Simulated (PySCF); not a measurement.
CH4ClFOSi2, SMILES O=C([SiH3])[Si@@H](F)Cl.

Geometry optimised at TPSSh-D3(BJ)/def2-SVP. The structure was generated by enumeration; whether it is a known compound was not checked. One conformer was computed; it need not be the lowest.

The numbers are results of M06-2X/def2-TZVP run with PySCF, not measurements.

The molecule is in vacuum.

Task: Estimate the frontier levels, gap, dipole moment and polarisability. (An estimate is asked for; the answer gives what the named calculation found.)

Result: 
```yaml
highest_occupied_level: -8.32 eV
lowest_empty_level: -1.50 eV
orbital_gap: 6.81 eV
dipole_moment: 0.82 D
quadrupole, principal values (traceless, Buckingham form, about the centre of nuclear charge): -9.40, 0.11, 9.30 D·Å
mean_static_polarisability: 75.7 bohr³ (11.22 Å³)
polarisability_principal_values: 61.5, 79.3, 86.4 bohr³
```
